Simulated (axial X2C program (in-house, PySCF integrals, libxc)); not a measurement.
Correcting the dissociation energy of SiSb⁺ for spin–orbit coupling

A spin-free PBE0 curve (one-electron X2C) was computed with an in-house relativistic program for diatomic molecules, basis Sb dyall-cv3z [11s12p8d4f1g], Si dyall-v3z [8s7p2d1f] (cores contracted in-house), for the state M_S = 1, Λ = 0 (beyond evenly filled blocks: π+α, π-α). It gives D0 = 2.999 eV to Sb + Si+, which in a spin-free picture are the weighted means of the ground terms.

Measured levels of the ground terms (NIST Handbook of Basic Atomic Spectroscopic Data), in cm⁻¹: Sb 4S: J = 3/2 at 0; Si+ 2P: J = 1/2 at 0, J = 3/2 at 287.2.

The molecular state has Λ = 0, so it has no first-order lowering.

How far does each ground level lie under the (2J+1)-weighted mean of its term?

Sb: a single level, 0; Si+: (2 × 0 + 4 × 287.2)/6 = 191 cm⁻¹.

Correct D0.

D0 = 2.999 + (0 − 191)/8065.5 = 2.975 eV at PBE0 with these spin–orbit terms.

Second-order spin–orbit effects in the molecule, which grow quickly with Z, are left out. One determinant describes the state; a PBE0 search over occupations chose it and may have missed a lower one. Dissociation energies refer to the lowest single-determinant-based atoms at the same level and basis. Other states lie close and PBE0, whose exact exchange favours high spin, may order them wrongly; the determinant shown need not be the ground state. The nearest other spin-free determinant of the search, M_S = 0, Λ = 2, lies 0.64 eV up at the distance of the search.
